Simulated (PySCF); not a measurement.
## Excitation energy of Nb by level of theory

Nb [Kr] 4d4 5s1 (6D) → Nb [Kr] 4d4 5p1 (high-spin determinant), as a difference of total energies. Calculation: PySCF 2.14, in aug-cc-pwCVDZ-PP with ECP28MDF; scalar relativity through the core potential. Correlated levels: valence: 4s2 4p6 frozen. The calculations carry no spin-orbit coupling.

```
           method  excitation energy (eV)
              UHF                   2.673
    MP2 (valence)                   2.872
SCS-MP2 (valence)                   2.739
   CCSD (valence)                   2.820
CCSD(T) (valence)                   2.792
```

Question: How much does correlation contribute at CCSD(T) (valence)?

Answer: 2.792 − (2.673) = 0.119 eV, measured against UHF.

The determinant of the upper state mixes LS terms, which raises its energy above the lowest term, most at the Hartree-Fock and MP2 levels.
